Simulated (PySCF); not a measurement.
# Spinor energies of Cs²⁰⁺ (caesium, charge +20)

Start: [Ar] 3d10 4s2 4p5; 4p1/2 filled at m_j = -1/2, +1/2; 4p3/2 filled at m_j = -1/2, +1/2, +3/2. Calculated with PySCF 2.14 in an even-tempered Gaussian basis (18 s from 1.3 bohr⁻², ratio 2.8; 14 p from 1.7 bohr⁻², ratio 2.8; 9 d from 2.9 bohr⁻², ratio 2.8; 4 f from 10 bohr⁻², ratio 3): generalised Hartree-Fock with the X2C-1e Hamiltonian and a Gaussian nucleus; spin-orbit coupling (SO) screened by Boettger's factors.

| spinor shell | electrons | ε, screened SO (eV) | weight of nominal j (screened SO) | rms radius, screened SO (bohr) |
| --- | --- | --- | --- | --- |
| 1s1/2 | 2 | -36711.5 | 1.000 | 0.0298 |
| 2s1/2 | 2 | -6326.9 | 1.000 | 0.121 |
| 2p1/2 | 2 | -5973.7 | 1.000 | 0.104 |
| 2p3/2 | 4 | -5617.2 | 1.000 | 0.110 |
| 3s1/2 | 2 | -1769.9 | 1.000 | 0.316 |
| 3p1/2 | 2 | -1622.3 | 1.000 | 0.307 |
| 3p3/2 | 4 | -1550.0 | 1.000 | 0.319 |
| 3d3/2 | 4 | -1293.8 | 0.999 | 0.290 |
| 4s1/2 | 2 | -709.45 | 1.000 | 0.680 |
| 4p1/2 | 2 | -648.14 | 0.993 | 0.699 |
| 4p3/2 | 3 | -629.80 | 0.995 | 0.721 |

**Question.** Where does 3d5/2 lie, and what is the 3d spin-orbit splitting (screened SO)?

**Answer.** At -1278.5 eV, 15.298 eV above 3d3/2.

```json
{"quantity": "E (hartree)", "screened SO": "-7617.49356"}
{"quantity": "M_J", "screened SO": "3/2"}
{"quantity": "⟨J²⟩", "screened SO": "3.752"}
{"quantity": "⟨L²⟩", "screened SO": "2.022"}
{"quantity": "⟨S²⟩", "screened SO": "0.770"}
```

Each row is a mean over spinors that exchange with the open shell spreads, by up to 8.428 eV (4s1/2).

Breit and QED terms are absent; they matter most for the inner s and p1/2 levels.

Densities and radii are taken from the X2C orbitals without a picture-change correction, which distorts them close to the nucleus.
